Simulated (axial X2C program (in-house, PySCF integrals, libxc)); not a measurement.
# LiTl⁺ at several levels of theory

Computed with an axial X2C code built on PySCF integrals. Spin-free means the one-electron spin-free X2C Hamiltonian; two-component (2c) means X2C with spin–orbit coupling and atomic mean-field two-electron Coulomb and Gaunt terms, so the difference of the two also holds small scalar two-electron terms. Basis: Tl dyall-cv3z [12s14p10d7f1g], Li dyall-cv3z [7s8p2d] (cores contracted in-house); Gaussian nuclei, density fitting, unrestricted open shells. Masses: Tl 204.974 u, Li 7.016 u.

Input:
```json
{
 "zs": [
  81,
  3
 ],
 "q": 1,
 "bas": [
  "dyall-cv3z",
  "dyall-cv3z"
 ],
 "levels": [
  "PBE0",
  "HF",
  "B3LYP"
 ],
 "cc": true,
 "r0": 2.77,
 "thr": -2.0,
 "nmax": 90,
 "npts": 10,
 "nst": 2,
 "ntry": 6
}
```
```bash
python so2c.py task.json out
```

Keys: zs atomic numbers; q charge; bas basis sets; levels methods; cc coupled cluster on or off; r0 starting distance in Å; thr threshold in hartree for freezing inner shells (an s shell follows its p shell); nmax most natural virtual spinors; npts points on the curve; nst determinants followed; ntry starts of the search. HF also brings MP2.

State, spin-free: M_S = 1/2, Λ = 0 (beyond evenly filled blocks: σα); electrons by block: σα: 16, σβ: 15, π+α: 8, π+β: 8, π-α: 8, π-β: 8, δ+α: 4, δ+β: 4, δ-α: 4, δ-β: 4, φ+α: 1, φ+β: 1, φ-α: 1, φ-β: 1. Fragments: Tl+ + Li.

State, 2c: Ω = 1/2 (⟨Sz⟩ = 0.40, ⟨Lz⟩ = 0.10 at PBE0); electrons by block: 1/2: 24, -1/2: 23, 3/2: 12, -3/2: 12, 5/2: 5, -5/2: 5, 7/2: 1, -7/2: 1. Fragments: Tl + Li+.

```json
{"Hamiltonian": "spin-free", "level": "PBE0", "Re (Å)": "3.303", "ωe (cm⁻¹)": "172.1", "ωexe (cm⁻¹)": "0.915", "Be (cm⁻¹)": "0.2277", "αe (cm⁻¹)": "0.00238", "De (eV)": "1.29", "D0 (eV)": "1.28", "k (mdyn/Å)": "0.118", "μ (D)": "9.05"}
{"Hamiltonian": "spin-free", "level": "HF", "Re (Å)": "3.369", "ωe (cm⁻¹)": "169.6", "ωexe (cm⁻¹)": "0.562", "Be (cm⁻¹)": "0.219", "αe (cm⁻¹)": "0.00186", "De (eV)": "1.00", "D0 (eV)": "0.990", "k (mdyn/Å)": "0.115", "μ (D)": "9.35"}
{"Hamiltonian": "spin-free", "level": "MP2", "Re (Å)": "3.339", "ωe (cm⁻¹)": "175.4", "ωexe (cm⁻¹)": "0.564", "Be (cm⁻¹)": "0.2228", "αe (cm⁻¹)": "0.00175", "De (eV)": "1.20", "D0 (eV)": "1.19", "k (mdyn/Å)": "0.123", "μ (D)": "n/a"}
{"Hamiltonian": "spin-free", "level": "CCSD", "Re (Å)": "3.298", "ωe (cm⁻¹)": "181.3", "ωexe (cm⁻¹)": "n/a", "Be (cm⁻¹)": "0.2285", "αe (cm⁻¹)": "0.00198", "De (eV)": "1.23", "D0 (eV)": "1.22", "k (mdyn/Å)": "0.131", "μ (D)": "n/a"}
{"Hamiltonian": "spin-free", "level": "CCSD(T)", "Re (Å)": "3.298", "ωe (cm⁻¹)": "181.5", "ωexe (cm⁻¹)": "0.702", "Be (cm⁻¹)": "0.2284", "αe (cm⁻¹)": "0.00197", "De (eV)": "1.24", "D0 (eV)": "1.23", "k (mdyn/Å)": "0.132", "μ (D)": "n/a"}
{"Hamiltonian": "spin-free", "level": "B3LYP", "Re (Å)": "3.317", "ωe (cm⁻¹)": "166.2", "ωexe (cm⁻¹)": "0.962", "Be (cm⁻¹)": "0.2258", "αe (cm⁻¹)": "0.00254", "De (eV)": "1.28", "D0 (eV)": "1.27", "k (mdyn/Å)": "0.11", "μ (D)": "9.04"}
{"Hamiltonian": "2c", "level": "PBE0", "Re (Å)": "3.223", "ωe (cm⁻¹)": "169.0", "ωexe (cm⁻¹)": "1.03", "Be (cm⁻¹)": "0.2392", "αe (cm⁻¹)": "0.00265", "De (eV)": "0.965", "D0 (eV)": "0.954", "k (mdyn/Å)": "0.114", "μ (D)": "9.54"}
{"Hamiltonian": "2c", "level": "HF", "Re (Å)": "3.216", "ωe (cm⁻¹)": "176.2", "ωexe (cm⁻¹)": "0.659", "Be (cm⁻¹)": "0.2403", "αe (cm⁻¹)": "0.00242", "De (eV)": "0.846", "D0 (eV)": "0.835", "k (mdyn/Å)": "0.124", "μ (D)": "9.91"}
{"Hamiltonian": "2c", "level": "MP2", "Re (Å)": "3.238", "ωe (cm⁻¹)": "170.9", "ωexe (cm⁻¹)": "0.61", "Be (cm⁻¹)": "0.2371", "αe (cm⁻¹)": "0.00214", "De (eV)": "0.780", "D0 (eV)": "0.770", "k (mdyn/Å)": "0.117", "μ (D)": "n/a"}
{"Hamiltonian": "2c", "level": "CCSD", "Re (Å)": "3.195", "ωe (cm⁻¹)": "181.1", "ωexe (cm⁻¹)": "0.77", "Be (cm⁻¹)": "0.2434", "αe (cm⁻¹)": "0.00233", "De (eV)": "0.810", "D0 (eV)": "0.799", "k (mdyn/Å)": "0.131", "μ (D)": "n/a"}
{"Hamiltonian": "2c", "level": "CCSD(T)", "Re (Å)": "3.200", "ωe (cm⁻¹)": "180.6", "ωexe (cm⁻¹)": "0.763", "Be (cm⁻¹)": "0.2427", "αe (cm⁻¹)": "0.0023", "De (eV)": "0.808", "D0 (eV)": "0.796", "k (mdyn/Å)": "0.13", "μ (D)": "n/a"}
{"Hamiltonian": "2c", "level": "B3LYP", "Re (Å)": "3.229", "ωe (cm⁻¹)": "160.7", "ωexe (cm⁻¹)": "1.17", "Be (cm⁻¹)": "0.2383", "αe (cm⁻¹)": "0.00299", "De (eV)": "0.910", "D0 (eV)": "0.900", "k (mdyn/Å)": "0.103", "μ (D)": "9.63"}
```

Correlated methods: 13 electrons correlated (number of frozen shells: Tl 5 s, 4 p, 2 d, 1 f; Li 1 s), 249 virtual spin orbitals or spinors in MP2, 90 natural virtuals in coupled cluster.

Dipoles are positive if Li is the positive end and refer to the centre of mass.

Occupations by symmetry block were frozen at the best pattern of an incomplete PBE0 search. Dissociation energies refer to the lowest single-determinant-based atoms at the same level and basis. Density functionals use the spin component along the axis (collinear). Coupled cluster ran in a truncated set of natural virtual spinors; the MP2 energy of the rest was added. (T) has no such correction and the atoms are truncated less, which lowers De at CCSD(T) by a hundredth of an eV or more. The functionals have no current-density term, which raises determinants with orbital currents, atoms included.

Rough cost a point (2c) on 1 thread(s) of a shared host, integrals apart: PBE0 0.7 s, HF 0.8 s, CCSD(T) 6 s, B3LYP 0.8 s.

The whole task took 2.8 min on 1 thread of Arm Neoverse V1 (shared host).
